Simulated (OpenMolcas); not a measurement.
# Cr2+: ligand-field states by method

Cr2+ with 6 ligands (fluoride) in octahedral coordination (Oh) at 2.24 Å. A charge of +0.667 e stands 3.2 Å behind each ligand. Ligand basis ANO-RCC-VDZP.

| Quantity | Value |
| --- | --- |
| Program | OpenMolcas 26.06 |
| Basis | ANO-RCC-VDZP [5s4p2d1f] |
| Scalar Hamiltonian | DKH2, point nucleus |
| Active space | 4 electrons in 5 orbitals (3d) |
| State averaging | 2S+1 = 5 even, 5 roots; 2S+1 = 3 even, 45 roots; 2S+1 = 1 even, 50 roots |
| Spin-orbit coupling | RASSI with atomic mean-field integrals over the reference wave functions |

I. CASSCF
II. SS-CASPT2, IPEA 0.25 Eh, imaginary shift 0.1 Eh (closed shells correlated: 3s 3p and the ligand valence shells)
III. SS-CASPT2, IPEA 0.5 Eh, imaginary shift 0.1 Eh (closed shells correlated: 3s 3p and the ligand valence shells)

Spin-free states (labels of O, the rotations of Oh) in cm-1, each column counted from its own energy of the first state listed:

| State | Degeneracy | I | II | III |
| --- | --- | --- | --- | --- |
| 5E | 2 | 0 | 0 | 0 |
| 5T2 | 3 | 5297 | 5860 | 5740 |
| 3T1 | 3 | 16152 | 14350 | 13720 |
| 3E | 2 | 19798 | 17820 | 18100 |
| 3T1 | 3 | 20747 | 17410 | 17710 |
| 3T2 | 3 | 21221 | 18320 | 18660 |
| 3A2 | 1 | 22857 | 19090 | 19730 |
| 3A1 | 1 | 24071 | 20400 | 20840 |
| 3T1 | 3 | 25255 | 23710 | 23900 |
| 1T2 | 3 | 25836 | 22280 | 21660 |
| 3T2 | 3 | 26307 | 24280 | 24460 |
| 1E | 2 | 26333 | 23300 | 22800 |
| 3E | 2 | 26596 | 23060 | 23640 |
| 3T1 | 3 | 27846 | 25360 | 25400 |
| 1A2 | 1 | 29474 | 26400 | 26740 |
| 1A1 | 1 | 29509 | 24340 | 24620 |
| 1T2 | 3 | 29834 | 25820 | 26000 |
| 1T1 | 3 | 30913 | 26760 | 27140 |
| 3T1 | 3 | 31183 | 30320 | 29860 |
| 3T2 | 3 | 31203 | 28630 | 29020 |

From I to II, I's first state of the same spin (5T2) moves from 5297 to 5860 cm-1, by about +560 cm-1.

From I to II, I's first state of another spin (3T1) moves from 16152 to 14350 cm-1, by about -1800 cm-1.

χT at 300 K: I 2.92, II 2.93, III 2.93 cm3 K/mol.

Roots that are degenerate in the reference are averaged as groups; the widest CASPT2 spread within a group is 420 cm-1 (the 3-fold group of multiplicity 5 near 5740 cm-1 above the lowest state of its run, III). Shifts and gaps below about the spread of the groups concerned are not significant. Over all roots computed the reference weight is 0.70 to 0.71 in II, 0.70 to 0.72 in III; a low but even weight reflects the number of correlated electrons. An orbital doublet at a regular site is open to a Jahn-Teller distortion, which this geometry leaves out. Ligand-to-metal charge-transfer states are missing. With no ligand orbital active B as a rule stays too high, so bands that hang on it stand too high and its fall with covalency is understated. Without dynamic correlation the repulsion within the d shell is too large (B by tens of per cent), so at a given field states of lower spin stand too high (holds for I). With metal d orbitals alone and no dynamic correlation the field as a rule comes out too small, by tens of per cent, by up to half for chloride and softer ligands (holds for I). These CASPT2 states fit no ligand-field parameters well, so their order and spin gaps are uncertain (holds for II; III). With one d shell and no ligand orbital active, 10Dq can be off by tens of per cent for divalent 3d ions, low with halides held by bare charges and at times high in hosts (holds for II; III). Free-ion shares, where given, are those of the reference states; single-state CASPT2 does not remix them (holds for II; III). The distance lies 6 % over the 2.11 Å that this model takes as the normal distance (a Shannon-type radius plus a fixed donor radius); by an R⁻⁵ law this alone changes a d-shell field by about -26 %. No measured value stands beside these numbers; the geometry is a model, was not optimised and need not be the one that this ion takes.
